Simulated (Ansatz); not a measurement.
Gas-phase electronic energies from Ansatz, PBE0-D4/def2-TZVP geometries. CCSD(T)/CBS adds triple-zeta CCSD(T) − MP2 to the extrapolated MP2 energy (def2 sets, frozen cores). DFT in def2-TZVPP. B3LYP here is the variant with VWN-RPA as its local correlation; programs differ in this. Each species was taken in one conformer, which may not be the lowest.

`[SiH3][SiH2][SiH2][SiH2][SiH2][SiH3]` + `O[SiH2]S` → `O[SiH2]S[SiH2][SiH3]` + `[SiH3][SiH2][SiH2][SiH3]`  (cleavage of the Si–Si bond)

**Question.** Is it downhill or uphill in electronic energy at CCSD(T)/CBS, and by how much? (An estimate is asked.)

**Answer.** Ansatz gave: Downhill: ΔE = -42.2 kJ/mol.

**Question.** What do these levels give: r2SCAN-D4, B3LYP-D4, HF/def2-TZVPP, HF/def2-QZVPP, HF/CBS(def2), MP2/CBS(def2)? (Estimate.)

**Answer.** The calculation gave: r2SCAN-D4 -39.8, B3LYP-D4 -39.4, HF/def2-TZVPP -59.4, HF/def2-QZVPP -60.2, HF/CBS(def2) -60.3, MP2/CBS(def2) -50.1 kJ/mol.

Largest T1 diagnostic among the species: 0.014.

In def2-TZVPP, CCSD(T) changes the Hartree–Fock value by +19.6 kJ/mol (the triples alone add +1.9 kJ/mol) and MP2 by +11.7 kJ/mol. The D4 term adds +7.9 kJ/mol with B3LYP and +5.4 kJ/mol with PBE0; it sums over pairs of atoms, weighted by their polarisabilities, and B3LYP, whose exchange is more repulsive, gets the larger term. From PBE to PBE0 (25 % exact exchange), in def2-TZVPP and without D4, ΔE moves by −3.2 kJ/mol.
